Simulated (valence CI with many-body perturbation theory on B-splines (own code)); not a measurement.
## E1 transitions of Tb LXI

Computed by valence CI with perturbative core correlation (CI+MBPT): three valence electrons over a frozen Dirac-Fock core [He], a basis of 11 s, 11 p, 10 d, 8 f, 5 g, 2 h functions for each j, with the one-electron correlation potential Σ1 (screened to all orders), the two-electron term Σ2, the three-electron term Σ3, Breit, model QED; selected single and double excitations, second order for the rest, scaled by the run's own slope (own B-spline code, finite nucleus).

The last digits are not significant, and no measured levels were compared; by estimate large intervals hold to a few tenths of a per cent, small ones and those within an open d or f shell to about a per cent.

Lines 151 to 200 of 576 in falling wavelength, among levels below 92002 × 10³ cm⁻¹, chosen from the strongest by gf and those to the six lowest levels. Wavelengths and rates use the calculated energies. Electric multipoles are in the length gauge, E1 and E2 with the static RPA response of the core. Weak lines are less certain than strong ones. Lines between different terms over intervals too small for the method are left out, as are lines whose strength nearly cancels.

Levels are named by their leading jj configuration (3d3/2^4 stands for four electrons in 3d with j = 3/2), which in mixed levels can hold well under half, so a name can repeat and another be missing. Letters in brackets count levels of one name in rising energy.

```tsv
λ vac (nm)	Upper	Lower	A (s⁻¹)	log gf	Branch %
1.241	(2p3/2^2 3d3/2) J=5/2	(2s 2p3/2 3d3/2) J=3/2 [b]	9.39e+11	-0.89	0.1
1.237	(2p3/2^2 3d5/2) J=3/2	(2s 2p3/2 3d5/2) J=5/2 [b]	9.06e+11	-1.08	0.1
1.237	(2p3/2^2 3p3/2) J=3/2 [a]	(2s 2p3/2 3p3/2) J=1/2 [b]	1.90e+12	-0.76	0.7
1.235	(2p1/2 2p3/2^2) J=3/2	(2s 2p1/2 2p3/2) J=1/2	1.92e+12	-0.76	36.3
1.221	(2p1/2 2p3/2 3d5/2) J=3/2 [a]	(2s 2p1/2 3d5/2) J=3/2	1.08e+12	-1.02	0.1
1.219	(2p1/2 2p3/2 3d5/2) J=5/2 [a]	(2s 2p1/2 3d5/2) J=5/2 [b]	8.36e+11	-0.95	0.1
1.218	(2p1/2 2p3/2 3p3/2) J=3/2 [a]	(2s 2p1/2 3p3/2) J=3/2 [b]	1.17e+12	-0.98	0.4
1.212	(2p1/2 2p3/2 3d3/2) J=5/2 [a]	(2s 2p1/2 3d3/2) J=5/2	1.21e+12	-0.80	1.1
1.211	(2p1/2 2p3/2^2) J=5/2	(2s 2p1/2 2p3/2) J=3/2 [b]	2.31e+12	-0.52	47.5
1.209	(2p1/2 2p3/2 3p1/2) J=3/2 [a]	(2s 2p1/2 3p1/2) J=3/2	1.10e+12	-1.01	0.2
1.208	(2p1/2 2p3/2 3s) J=3/2 [b]	(2s 2p1/2 3s) J=1/2 [b]	1.82e+12	-0.80	1.1
1.207	(2p1/2 2p3/2 3d5/2) J=9/2	(2s 2p1/2 3d5/2) J=7/2	1.95e+12	-0.37	31.0
1.206	(2p1/2 2p3/2 3p3/2) J=7/2	(2s 2p1/2 3p3/2) J=5/2	2.23e+12	-0.41	0.9
1.206	(2p1/2 2p3/2 3d5/2) J=5/2 [a]	(2s 2p1/2 3d5/2) J=7/2	6.06e+11	-1.10	0.1
1.206	(2s 2p3/2 3d3/2) J=3/2 [b]	(2s^2 3d3/2) J=3/2	1.71e+12	-0.83	0.2
1.205	(2p3/2^3) J=3/2	(2s 2p3/2^2) J=3/2	5.11e+12	-0.35	64.7
1.204	(2p3/2^3) J=3/2	(2s 2p3/2^2) J=1/2	1.14e+12	-1.00	14.4
1.204	(2p1/2 2p3/2 3p3/2) J=3/2 [b]	(2s 2p1/2 3p3/2) J=1/2	1.07e+12	-1.03	0.4
1.204	(2p3/2^2 3p3/2) J=1/2	(2s 2p3/2 3p3/2) J=1/2 [a]	2.15e+12	-1.03	0.7
1.202	(2p3/2^2 3d5/2) J=5/2 [b]	(2s 2p3/2 3d5/2) J=3/2 [b]	6.91e+11	-1.05	0.1
1.202	(2p3/2^2 3p3/2) J=3/2 [b]	(2s 2p3/2 3p3/2) J=3/2 [b]	2.65e+12	-0.64	0.9
1.200	(2p1/2 2p3/2 3d5/2) J=5/2 [b]	(2s 2p1/2 3d5/2) J=3/2	9.60e+11	-0.91	0.1
1.199	(2p3/2^2 3p3/2) J=5/2	(2s 2p3/2 3p3/2) J=5/2 [a]	1.58e+12	-0.69	0.6
1.199	(2p3/2^2 3d5/2) J=7/2	(2s 2p3/2 3d5/2) J=7/2 [a]	1.06e+12	-0.74	11.5
1.199	(2s 2p3/2 3d5/2) J=7/2 [b]	(2s^2 3d5/2) J=5/2	2.86e+12	-0.31	0.9
1.199	(2p1/2 2p3/2 3d5/2) J=5/2 [b]	(2s 2p1/2 3d5/2) J=5/2 [b]	6.56e+11	-1.07	0.0
1.199	(2p3/2^2 3d5/2) J=5/2 [b]	(2s 2p3/2 3d5/2) J=5/2 [b]	2.06e+12	-0.57	0.3
1.198	(2p1/2 2p3/2 3d5/2) J=7/2 [a]	(2s 2p1/2 3d5/2) J=5/2 [a]	1.77e+12	-0.52	5.2
1.198	(2p3/2^2 3d3/2) J=3/2 [b]	(2s 2p3/2 3d3/2) J=1/2 [b]	9.66e+11	-1.08	0.1
1.197	(2p1/2 2p3/2 3d3/2) J=3/2 [b]	(2s 2p1/2 3d3/2) J=1/2	1.01e+12	-1.06	0.1
1.197	(2p1/2 2p3/2 3d3/2) J=5/2 [b]	(2s 2p1/2 3d3/2) J=3/2 [b]	1.96e+12	-0.60	0.2
1.197	(2s 2p3/2 3p3/2) J=5/2 [b]	(2s^2 3p3/2) J=3/2	3.17e+12	-0.39	1.8
1.195	(2p1/2 2p3/2 3d3/2) J=7/2	(2s 2p1/2 3d3/2) J=5/2	1.96e+12	-0.48	11.9
1.194	(2p1/2 2p3/2 3p1/2) J=5/2	(2s 2p1/2 3p1/2) J=3/2	2.21e+12	-0.55	0.4
1.194	(2p1/2 2p3/2 3p3/2) J=5/2 [a]	(2s 2p1/2 3p3/2) J=3/2 [a]	1.66e+12	-0.67	0.5
1.192	(2p3/2^2 3d3/2) J=3/2 [b]	(2s 2p3/2 3d3/2) J=5/2 [b]	2.36e+12	-0.70	0.3
1.192	(2p1/2 2p3/2 3p1/2) J=3/2 [b]	(2s 2p1/2 3p1/2) J=1/2 [b]	2.31e+12	-0.71	0.6
1.192	(2p1/2 2p3/2 3d5/2) J=7/2 [b]	(2s 2p1/2 3d5/2) J=5/2 [b]	1.08e+12	-0.73	0.1
1.191	(2p1/2 2p3/2 3d3/2) J=3/2 [b]	(2s 2p1/2 3d3/2) J=3/2 [b]	1.12e+12	-1.02	0.1
1.190	(2p3/2^2 3d5/2) J=7/2	(2s 2p3/2 3d5/2) J=5/2 [a]	1.00e+12	-0.77	10.9
1.188	(2p3/2^2 3p1/2) J=1/2	(2s 2p3/2 3p1/2) J=3/2 [b]	3.77e+12	-0.80	1.0
1.188	(2p3/2^2 3s) J=1/2	(2s 2p3/2 3s) J=3/2 [b]	3.72e+12	-0.80	3.5
1.188	(2p1/2 2p3/2 3s) J=5/2	(2s 2p1/2 3s) J=3/2	2.17e+12	-0.56	2.2
1.187	(2p1/2 2p3/2 3d3/2) J=1/2 [b]	(2s 2p1/2 3d3/2) J=1/2	2.06e+12	-1.06	0.2
1.187	(2p1/2 2p3/2 3p1/2) J=1/2	(2s 2p1/2 3p1/2) J=1/2 [a]	2.24e+12	-1.02	0.4
1.186	(2s 2p3/2 3d3/2) J=5/2 [b]	(2s^2 3d3/2) J=3/2	2.84e+12	-0.44	0.3
1.186	(2p1/2 2p3/2 3d5/2) J=3/2 [b]	(2s 2p1/2 3d5/2) J=5/2 [b]	1.72e+12	-0.84	0.2
1.185	(2s 2p3/2 3p1/2) J=1/2	(2s^2 3p1/2) J=1/2	3.52e+12	-0.83	1.5
1.185	(2s 2p3/2 3s) J=1/2	(2s^2 3s) J=1/2	3.49e+12	-0.83	1.7
1.184	(2p3/2^2 3p3/2) J=3/2 [b]	(2s 2p3/2 3p3/2) J=5/2 [b]	2.23e+12	-0.73	0.8
```
